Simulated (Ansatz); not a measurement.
## Ligand exchange: BBr3 + ZnHBr → BHBr2 + ZnBr2

Gas-phase species: BBr3 (boron tribromide) `BrB(Br)Br`, singlet; ZnHBr `[ZnH][Br]`, singlet; BHBr2 `BrBBr`, singlet; ZnBr2 `[Br][Zn][Br]`, singlet. The partners trade Br for H: B–Br and Zn–H bonds give way to B–H and Zn–Br.

Shapes, held fixed at every level: PBE0-D4/def2-TZVP. Programs: Ansatz 0.2.0. Electronic energies: no zero-point or thermal term.

Estimate ΔE of this reaction.

wB97X-V/def2-TZVPP gives ΔE = -74.9 kJ/mol; the levels span -115.5 to -48.5. The median of the levels is -70.8. No measured value is set beside it here. Relativity is left out for Br, Zn. wB97X-V/def2-TZVPP lies outside the range of the other correlated levels here, so it shouldn't be taken on trust. Times are processor times on shared x86 and Arm servers, and rough.

```json
{"level": "HF/def2-TZVPP", "kind": "Hartree–Fock", "ΔE (kJ/mol)": "-115.5", "CPU time (sum over the molecules)": "–"}
{"level": "SPW92/def2-TZVPP", "kind": "LDA", "ΔE (kJ/mol)": "-48.5", "CPU time (sum over the molecules)": "11 s"}
{"level": "r2SCAN-D4/def2-TZVPP", "kind": "meta-GGA", "ΔE (kJ/mol)": "-67.1", "CPU time (sum over the molecules)": "41 s"}
{"level": "B3LYP-D4/def2-TZVPP", "kind": "global hybrid", "ΔE (kJ/mol)": "-70.8", "CPU time (sum over the molecules)": "47 s"}
{"level": "PBE0-D4/def2-TZVPP", "kind": "global hybrid", "ΔE (kJ/mol)": "-69.4", "CPU time (sum over the molecules)": "34 s"}
{"level": "wB97M-V/def2-TZVPP", "kind": "range-separated hybrid", "ΔE (kJ/mol)": "-71.1", "CPU time (sum over the molecules)": "1.9 min"}
{"level": "wB97X-V/def2-TZVPP", "kind": "range-separated hybrid", "ΔE (kJ/mol)": "-74.9", "CPU time (sum over the molecules)": "74 s"}
```
